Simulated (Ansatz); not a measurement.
# Counterpoise correction, worked out

The pair of Li⁺ (SMILES [Li+], atom 1) and HCl (SMILES Cl, atoms 2–3), both closed shells, in one local arrangement (a lower one may exist), relaxed at PBE0-D4/def2-TZVP:

```
3
angstrom
Li 0.0828 -0.1550 -1.7056
Cl -0.2887 0.5402 0.4780
H 0.2059 -0.3852 1.2276
```

Ansatz 0.2.0; basis: def2-TZVPPD; cores frozen in the correlated methods. The outer core shell of Li, Na, Mg and K is correlated.

MP2 total energies in eV:

| system | geometry | basis functions | energy |
| --- | --- | --- | --- |
| pair | pair | all | -12723.92554 |
| Li⁺ | as in the pair | all (partner as ghosts) | -197.72806 |
| HCl | as in the pair | all (partner as ghosts) | -12525.54353 |
| Li⁺ | as in the pair | its own | -197.72650 |
| HCl | as in the pair | its own | -12525.53255 |
| Li⁺ | free (PBE0-D4 minimum) | its own | -197.72650 |
| HCl | free (PBE0-D4 minimum) | its own | -12525.53712 |

Problem. Work out the interaction energy with and without the counterpoise correction, the superposition error, and the binding energy from the relaxed fragments.

Solution. Without correction: -12723.92554 − (-197.72650) − (-12525.53255) = -0.66649 eV.
With correction (each fragment in the whole basis): -12723.92554 − (-197.72806) − (-12525.54353) = -0.65395 eV = -15.08 kcal/mol.
The superposition error is the difference, 0.01254 eV, 2 % of the uncorrected value: each fragment borrows its partner's functions.
Deformation from the free shapes: 0.00000 eV for Li⁺ and 0.00457 eV for HCl.
Binding energy from relaxed fragments: -0.65395 + 0.00000 + 0.00457 = -0.64938 eV = -14.98 kcal/mol (electronic, without zero-point energy; negative means bound). For comparison, the corrected interaction energy by CCSD(T) at an estimated basis limit (MP2 extrapolated from triple and quadruple zeta, plus CCSD(T) − MP2 in triple zeta) is -0.698 eV.

The T1 diagnostic stays at or below 0.007.

For scale, one of the runs: CCSD(T)/def2-TZVPPD, 90 basis functions, launched by `ansatz run in.yaml --threads 2 --pin off --events-out ev --progress --plain --max-ram 5222MiB`. Hardware: 2 CPU threads, shared host. Wall time about 0.7 s.
